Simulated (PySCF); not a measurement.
SMILES C[SiH](C)[Si](O)(O)O, GFN2-xTB optimised geometry.

```
17

Si    -0.77     0.00     0.00
C      0.06     1.13    -1.29
C     -0.60     0.85     1.70
Si     0.13    -2.12     0.00
O     -0.33    -2.96    -1.32
O      1.76    -2.12     0.00
O     -0.35    -2.98     1.31
H     -2.22    -0.01    -0.32
H      1.12     1.25    -1.08
H     -0.39     2.12    -1.30
H     -0.03     0.72    -2.29
H      0.44     0.92     2.01
H     -1.13     0.30     2.47
H     -1.01     1.85     1.68
H     -1.18    -3.40    -1.31
H      2.22    -2.06    -0.83
H      0.15    -2.90     2.12
```

Density from PBE0/def2-SVP in PySCF at that geometry.

Minimum of the electron density along straight lines between bonded atoms, close to the bond critical point (lines longer than 1.1 times the sum of covalent radii, or with two minima, are not listed):

```json
[
 {"bond": "Si1–C2", "length / Å": "1.909", "ρ at the minimum / e bohr⁻³": "0.108", "∇²ρ there / e bohr⁻⁵": "0.31", "position (fraction from the first atom)": "0.38"},
 {"bond": "Si1–C3", "length / Å": "1.909", "ρ at the minimum / e bohr⁻³": "0.108", "∇²ρ there / e bohr⁻⁵": "0.31", "position (fraction from the first atom)": "0.38"},
 {"bond": "Si4–O5", "length / Å": "1.633", "ρ at the minimum / e bohr⁻³": "0.129", "∇²ρ there / e bohr⁻⁵": "1.06", "position (fraction from the first atom)": "0.41"},
 {"bond": "Si4–O6", "length / Å": "1.634", "ρ at the minimum / e bohr⁻³": "0.129", "∇²ρ there / e bohr⁻⁵": "1.06", "position (fraction from the first atom)": "0.41"},
 {"bond": "Si4–O7", "length / Å": "1.633", "ρ at the minimum / e bohr⁻³": "0.129", "∇²ρ there / e bohr⁻⁵": "1.06", "position (fraction from the first atom)": "0.41"},
 {"bond": "Si1–H8", "length / Å": "1.484", "ρ at the minimum / e bohr⁻³": "0.112", "∇²ρ there / e bohr⁻⁵": "0.31", "position (fraction from the first atom)": "0.49"},
 {"bond": "C2–H9", "length / Å": "1.087", "ρ at the minimum / e bohr⁻³": "0.271", "∇²ρ there / e bohr⁻⁵": "-0.96", "position (fraction from the first atom)": "0.62"},
 {"bond": "C2–H10", "length / Å": "1.086", "ρ at the minimum / e bohr⁻³": "0.272", "∇²ρ there / e bohr⁻⁵": "-0.97", "position (fraction from the first atom)": "0.62"},
 {"bond": "C2–H11", "length / Å": "1.086", "ρ at the minimum / e bohr⁻³": "0.272", "∇²ρ there / e bohr⁻⁵": "-0.97", "position (fraction from the first atom)": "0.62"},
 {"bond": "C3–H12", "length / Å": "1.087", "ρ at the minimum / e bohr⁻³": "0.271", "∇²ρ there / e bohr⁻⁵": "-0.96", "position (fraction from the first atom)": "0.62"},
 {"bond": "C3–H13", "length / Å": "1.086", "ρ at the minimum / e bohr⁻³": "0.272", "∇²ρ there / e bohr⁻⁵": "-0.97", "position (fraction from the first atom)": "0.62"},
 {"bond": "C3–H14", "length / Å": "1.086", "ρ at the minimum / e bohr⁻³": "0.272", "∇²ρ there / e bohr⁻⁵": "-0.97", "position (fraction from the first atom)": "0.62"},
 {"bond": "O5–H15", "length / Å": "0.951", "ρ at the minimum / e bohr⁻³": "0.357", "∇²ρ there / e bohr⁻⁵": "-2.49", "position (fraction from the first atom)": "0.82"},
 {"bond": "O6–H16", "length / Å": "0.952", "ρ at the minimum / e bohr⁻³": "0.357", "∇²ρ there / e bohr⁻⁵": "-2.49", "position (fraction from the first atom)": "0.82"},
 {"bond": "O7–H17", "length / Å": "0.952", "ρ at the minimum / e bohr⁻³": "0.357", "∇²ρ there / e bohr⁻⁵": "-2.49", "position (fraction from the first atom)": "0.82"}
]
```
